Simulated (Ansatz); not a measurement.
Species: [Nb(F)(NH2)4] (charge 0, multiplicity 1).

Task: Give a relaxed geometry from Ansatz (a program for electronic structure) with r2SCAN-D4/def2-SVP.

Result: This is not unique; one that fits is the end point of this relaxation, one of several conformers.
Cartesian coordinates (Å) in one orientation:
```xyz
14

Nb    -0.175     0.128    -0.201
F      1.126     1.176     0.758
N     -1.344     0.698     1.315
H     -0.958     1.218     2.103
H     -2.255     0.310     1.544
N     -0.420     1.138    -1.874
H     -1.054     1.927    -1.991
H      0.184     1.060    -2.691
N     -1.469    -1.340    -0.624
H     -1.989    -1.386    -1.500
H     -1.724    -2.144    -0.052
N      1.324    -1.193    -0.235
H      1.247    -2.176    -0.481
H      2.189    -1.009     0.271
```
